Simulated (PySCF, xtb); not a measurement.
C2H4ClFSi2, SMILES C#C[SiH2][Si@H](F)Cl.

GFN2-xTB (xtb) at its own geometry gives an orbital gap of 4.18 eV and a dipole moment of 1.86 D.

Coordinates come from a B3LYP-D3(BJ)/def2-SVP optimisation. The structure was generated by enumeration; whether it is a known compound was not checked. One conformer was computed; it need not be the lowest.

Problem. What does PBE/def2-TZVP (PySCF) give? (An estimate is asked for; the answer gives what the named calculation found.)

Solution. gap 5.16 eV (levels -6.89 and -1.74 eV), dipole 1.29 D.
